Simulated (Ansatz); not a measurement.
Input file for orthosilicic acid:

```yaml
crystal:
  periodic: [false, false, false]
  atoms:
    - {symbol: O, position_ang: [-0.969063, 0.776327, -1.057561]}
    - {symbol: Si, position_ang: [-0.000026, -0.000002, -0.000043]}
    - {symbol: O, position_ang: [1.527557, 0.433665, -0.372193]}
    - {symbol: O, position_ang: [-0.043146, -1.629307, -0.059865]}
    - {symbol: O, position_ang: [-0.515439, 0.419344, 1.489445]}
    - {symbol: H, position_ang: [-0.639600, 0.869499, -1.952410]}
    - {symbol: H, position_ang: [2.226326, -0.134855, -0.045880]}
    - {symbol: H, position_ang: [-0.768247, -2.056200, 0.398349]}
    - {symbol: H, position_ang: [-0.818362, 1.321538, 1.600168]}
basis:
  gaussian: {orbitals: def2-SVP}
correlation: {method: ccsd_t}
```

```sh
$ ansatz run in.yaml --threads 2 --pin off --events-out ev --progress --plain --max-ram 32768MiB --backend cpu
```

The program prints (abridged):

```
Functional definition: HF
890 factors; integrals over basis functions are off by at most 7.5e-4 eV
mean field evaluation 1: about -16065.5848 eV, gradient 5.4e1 eV
mean field evaluation 2: about -16065.5872 eV, gradient 5.4e1 eV
mean field evaluation 4: about -16070.7650 eV, gradient 2.6e0 eV
mean field evaluation 8: about -16070.7864 eV, gradient 8.7e-2 eV
mean field evaluation 16: about -16070.7821 eV, gradient 3.8e-1 eV
mean field -16070.78642704 eV, -590.5905080234 hartree, gradient 3.0e-6 eV, S^2 0.000000; 0 other end points of the search recorded, 0 dependent functions left out
9 core orbitals not correlated: weight in the atoms' cores, before any rotation towards them, 1.000 or more for the frozen orbitals, at most 0.000 for the correlated occupied ones
reference -16070.78642704 eV, -590.5905080234 hartree; 16, 16 occupied and 69, 69 virtual orbitals, 890 factors
second order -22.66149179 eV of doubles, -0.00000000 eV of singles
cycle   1  -22.73781061 eV  change   -7.6e-2 eV  update   9.0e-2
cycle   2  -23.16467601 eV  change   -4.3e-1 eV  update   2.4e-2
cycle   3  -23.27902886 eV  change   -1.1e-1 eV  update   1.2e-2
cycle   4  -23.27120923 eV  change    7.8e-3 eV  update   2.0e-3
cycle   5  -23.27041395 eV  change    8.0e-4 eV  update   7.8e-4
cycle   6  -23.27073701 eV  change   -3.2e-4 eV  update   2.2e-4
cycle   7  -23.27065211 eV  change    8.5e-5 eV  update   7.6e-5
cycle   8  -23.27059663 eV  change    5.5e-5 eV  update   2.2e-5
cycle   9  -23.27058856 eV  change    8.1e-6 eV  update   6.1e-6
perturbative correction -0.44770062 eV, -0.0164526942 hartree
Total energy: -16094.50471621 eV, -591.4621390737 hartree
```

It took 9 s on 2 threads of a server CPU on a shared host, with 0.45 GiB of host memory at the peak.

MP2 recovers 95.5 % of the CCSD(T) correlation energy and the triples give 1.9 %; T1 = 0.0105.
